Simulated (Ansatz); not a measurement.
Ansatz (a program for electronic structure) job for Mo(OH)2(H)4 (H6MoO2), SMILES [OH][MoH4][OH], multiplicity 1, r2SCAN-D4/def2-SVP. 

Ansatz 0.2 input:
```yaml
crystal:
  periodic: [false, false, false]
  atoms:
    - {symbol: Mo, position_ang: [0.00000000, 0.00000000, -0.29216203]}
    - {symbol: O, position_ang: [1.30703977, -0.00000000, 0.86111312]}
    - {symbol: H, position_ang: [2.12555406, -0.00000001, 1.36619098]}
    - {symbol: O, position_ang: [-1.30703977, 0.00000000, 0.86111312]}
    - {symbol: H, position_ang: [-2.12555406, -0.00000001, 1.36619098]}
    - {symbol: H, position_ang: [-1.16760635, 0.00000000, -1.49504307]}
    - {symbol: H, position_ang: [0.00000000, -1.58533124, -0.62465019]}
    - {symbol: H, position_ang: [0.00000000, 1.58533123, -0.62465018]}
    - {symbol: H, position_ang: [1.16760636, 0.00000000, -1.49504307]}
basis:
  gaussian:
    orbitals: def2-SVP
hamiltonian:
  xc: r2scan
  dispersion: d4
relax: {f_tol: 0.002, max_steps: 200}
```

Log of the run:

```
WARN ansatz: RAYON_NUM_THREADS=1 ignored (pool sized by the plan → 1); use --threads N
Functional definition: r2SCAN
integrals: 0.04 GiB planned
937 factors; their error is unknown
mean field: 0.24 GiB planned
mean field evaluation 1: about -6034.1261 eV, gradient 6.0e1 eV
mean field evaluation 2: about -5990.0741 eV, gradient 1.6e2 eV
mean field evaluation 4: about -6039.3413 eV, gradient 1.9e1 eV
mean field evaluation 8: about -6040.2879 eV, gradient 2.0e-1 eV
mean field evaluation 16: about -6040.2606 eV, gradient 6.5e-4 eV
mean field -6040.26061115 eV, -221.9754832242 hartree, gradient 3.1e-5 eV, S^2 0.000000; 0 other end points of the search recorded, 0 dependent functions left out
the calculation of the forces begins
reference -6040.26063562 eV, -221.9754841232 hartree; 18, 18 occupied and 71, 71 virtual orbitals, 937 factors
relax step   1: F+E_penalty+E_count = -6040.30242694 eV  Δ(F+E_penalty+E_count) = +0.000e0 eV  max|allowed force component| = 3.366e0 eV/Å  Δτ_max = 0.0000 Å  (31 SCF iters, accepted)
these checks for a lower state are left out or cut short: starts, cluster_reference, orbital_swaps, neighbouring_geometries, increment
integrals: 0.04 GiB planned
937 factors; their error is unknown
mean field: 0.24 GiB planned
mean field -6041.94646695 eV, -222.0374372821 hartree, gradient 1.7e-5 eV, S^2 0.000000; 0 other end points of the search recorded, 0 dependent functions left out
the calculation of the forces begins
reference -6041.94649206 eV, -222.0374382049 hartree; 18, 18 occupied and 71, 71 virtual orbitals, 937 factors
relax step   2: F+E_penalty+E_count = -6041.98634537 eV  Δ(F+E_penalty+E_count) = -1.684e0 eV  max|allowed force component| = 2.309e0 eV/Å  Δτ_max = 0.1948 Å  (39 SCF iters, accepted)
these checks for a lower state are left out or cut short: starts, cluster_reference, orbital_swaps, neighbouring_geometries, increment
integrals: 0.04 GiB planned
937 factors; their error is unknown
mean field: 0.24 GiB planned
mean field evaluation 32: about -6042.6689 eV, gradient 1.7e-1 eV
mean field -6042.66899377 eV, -222.0639896528 hartree, gradient 1.3e-5 eV, S^2 0.000000; 0 other end points of the search recorded, 0 dependent functions left out
the calculation of the forces begins
reference -6042.66901866 eV, -222.0639905676 hartree; 18, 18 occupied and 71, 71 virtual orbitals, 937 factors
relax step   3: F+E_penalty+E_count = -6042.70849085 eV  Δ(F+E_penalty+E_count) = -7.221e-1 eV  max|allowed force component| = 2.691e0 eV/Å  Δτ_max = 0.1963 Å  (40 SCF iters, accepted)
these checks for a lower state are left out or cut short: starts, cluster_reference, orbital_swaps, neighbouring_geometries, increment
integrals: 0.04 GiB planned
937 factors; their error is unknown
mean field: 0.24 GiB planned
mean field -6042.96792710 eV, -222.0749752500 hartree, gradient 2.3e-5 eV, S^2 0.000000; 0 other end points of the search recorded, 0 dependent functions left out
the calculation of the forces begins
reference -6042.96795141 eV, -222.0749761436 hartree; 18, 18 occupied and 71, 71 virtual orbitals, 937 factors
relax step   4: F+E_penalty+E_count = -6043.00744027 eV  Δ(F+E_penalty+E_count) = -2.989e-1 eV  max|allowed force component| = 7.137e-1 eV/Å  Δτ_max = 0.1951 Å  (38 SCF iters, accepted)
these checks for a lower state are left out or cut short: starts, cluster_reference, orbital_swaps, neighbouring_geometries, increment
integrals: 0.04 GiB planned
937 factors; their error is unknown
mean field: 0.24 GiB planned
mean field -6043.13014606 eV, -222.0809366869 hartree, gradient 1.0e-5 eV, S^2 0.000000; 0 other end points of the search recorded, 0 dependent functions left out
the calculation of the forces begins
reference -6043.13017040 eV, -222.0809375816 hartree; 18, 18 occupied and 71, 71 virtual orbitals, 937 factors
relax step   5: F+E_penalty+E_count = -6043.16989990 eV  Δ(F+E_penalty+E_count) = -1.625e-1 eV  max|allowed force component| = 1.139e0 eV/Å  Δτ_max = 0.2000 Å  (32 SCF iters, accepted)
these checks for a lower state are left out or cut short: starts, cluster_reference, orbital_swaps, neighbouring_geometries, increment
integrals: 0.04 GiB planned
937 factors; their error is unknown
mean field: 0.24 GiB planned
mean field -6043.24880704 eV, -222.0852973977 hartree, gradient 2.4e-5 eV, S^2 0.000000; 0 other end points of the search recorded, 0 dependent functions left out
the calculation of the forces begins
reference -6043.24883151 eV, -222.0852982969 hartree; 18, 18 occupied and 71, 71 virtual orbitals, 937 factors
relax step   6: F+E_penalty+E_count = -6043.28847747 eV  Δ(F+E_penalty+E_count) = -1.186e-1 eV  max|allowed force component| = 6.895e-1 eV/Å  Δτ_max = 0.2000 Å  (39 SCF iters, accepted)
these checks for a lower state are left out or cut short: starts, cluster_reference, orbital_swaps, neighbouring_geometries, increment
integrals: 0.04 GiB planned
937 factors; their error is unknown
mean field: 0.24 GiB planned
mean field evaluation 64: about -6042.9716 eV, gradient 1.0e1 eV
mean field -6043.25028392 eV, -222.0853516720 hartree, gradient 1.1e-5 eV, S^2 0.000000; 0 other end points of the search recorded, 0 dependent functions left out
the calculation of the forces begins
reference -6043.25030811 eV, -222.0853525609 hartree; 18, 18 occupied and 71, 71 virtual orbitals, 937 factors
relax step   7: F+E_penalty+E_count = -6043.28969598 eV  Δ(F+E_penalty+E_count) = -1.219e-3 eV  max|allowed force component| = 1.266e0 eV/Å  Δτ_max = 0.1895 Å  (32 SCF iters, accepted)
these checks for a lower state are left out or cut short: starts, cluster_reference, orbital_swaps, neighbouring_geometries, increment
integrals: 0.04 GiB planned
937 factors; their error is unknown
mean field: 0.24 GiB planned
mean field -6043.29297478 eV, -222.0869205322 hartree, gradient 2.4e-5 eV, S^2 0.000000; 0 other end points of the search recorded, 0 dependent functions left out
the calculation of the forces begins
reference -6043.29299918 eV, -222.0869214287 hartree; 18, 18 occupied and 71, 71 virtual orbitals, 937 factors
relax step   8: F+E_penalty+E_count = -6043.33264198 eV  Δ(F+E_penalty+E_count) = -4.295e-2 eV  max|allowed force component| = 4.727e-1 eV/Å  Δτ_max = 0.0510 Å  (33 SCF iters, accepted)
these checks for a lower state are left out or cut short: starts, cluster_reference, orbital_swaps, neighbouring_geometries, increment
integrals: 0.04 GiB planned
937 factors; their error is unknown
mean field: 0.24 GiB planned
mean field -6043.29729857 eV, -222.0870794283 hartree, gradient 2.6e-5 eV, S^2 0.000000; 0 other end points of the search recorded, 0 dependent functions left out
the calculation of the forces begins
reference -6043.29732298 eV, -222.0870803253 hartree; 18, 18 occupied and 71, 71 virtual orbitals, 937 factors
relax step   9: F+E_penalty+E_count = -6043.33691508 eV  Δ(F+E_penalty+E_count) = -4.273e-3 eV  max|allowed force component| = 7.375e-2 eV/Å  Δτ_max = 0.0163 Å  (34 SCF iters, accepted)
these checks for a lower state are left out or cut short: starts, cluster_reference, orbital_swaps, neighbouring_geometries, increment
integrals: 0.04 GiB planned
937 factors; their error is unknown
mean field: 0.24 GiB planned
mean field -6043.29744460 eV, -222.0870847947 hartree, gradient 2.5e-5 eV, S^2 0.000000; 0 other end points of the search recorded, 0 dependent functions left out
the calculation of the forces begins
reference -6043.29746902 eV, -222.0870856922 hartree; 18, 18 occupied and 71, 71 virtual orbitals, 937 factors
relax step  10: F+E_penalty+E_count = -6043.33707470 eV  Δ(F+E_penalty+E_count) = -1.596e-4 eV  max|allowed force component| = 4.832e-2 eV/Å  Δτ_max = 0.0076 Å  (34 SCF iters, accepted)
these checks for a lower state are left out or cut short: starts, cluster_reference, orbital_swaps, neighbouring_geometries, increment
integrals: 0.04 GiB planned
937 factors; their error is unknown
mean field: 0.24 GiB planned
mean field evaluation 96: about -6043.3252 eV, gradient 1.9e-1 eV
mean field -6043.29750524 eV, -222.0870870233 hartree, gradient 1.4e-5 eV, S^2 0.000000; 0 other end points of the search recorded, 0 dependent functions left out
the calculation of the forces begins
reference -6043.29752966 eV, -222.0870879207 hartree; 18, 18 occupied and 71, 71 virtual orbitals, 937 factors
relax step  11: F+E_penalty+E_count = -6043.33713807 eV  Δ(F+E_penalty+E_count) = -6.337e-5 eV  max|allowed force component| = 6.797e-4 eV/Å  Δτ_max = 0.0018 Å  (26 SCF iters, accepted)
integrals: 0.04 GiB planned
937 factors; their error is unknown
mean field: 0.24 GiB planned
mean field -6043.29750524 eV, -222.0870870233 hartree, gradient 1.3e-5 eV, S^2 0.000000; 1 other end points of the search recorded, 0 dependent functions left out
the calculation of the forces begins
reference -6043.29752966 eV, -222.0870879207 hartree; 18, 18 occupied and 71, 71 virtual orbitals, 937 factors
Total energy: -6043.33716249 eV, -222.0885444004 hartree
Atom 0 at     0.000000    -0.000000     0.252782 Å, force     0.000000    -0.000000    -0.000104 eV/Å
Atom 1 at     1.732464    -0.000000     0.988058 Å, force    -0.000435    -0.000000     0.000224 eV/Å
Atom 2 at     2.626927    -0.000000     0.621889 Å, force     0.000680     0.000000    -0.000364 eV/Å
Atom 3 at    -1.732464    -0.000000     0.988058 Å, force     0.000435     0.000000     0.000224 eV/Å
Atom 4 at    -2.626927    -0.000000     0.621889 Å, force    -0.000680     0.000000    -0.000364 eV/Å
Atom 5 at    -0.859173     0.000001    -1.161899 Å, force    -0.000446    -0.000000    -0.000347 eV/Å
Atom 6 at     0.000000    -1.414951    -0.612908 Å, force    -0.000000     0.000345     0.000538 eV/Å
Atom 7 at    -0.000000     1.414950    -0.612910 Å, force     0.000000    -0.000345     0.000538 eV/Å
Atom 8 at     0.859173     0.000001    -1.161899 Å, force     0.000446     0.000000    -0.000347 eV/Å
Dipole moment:    -0.000000    -0.000000     0.165639 e Å
```

The calculation finished and met its thresholds.
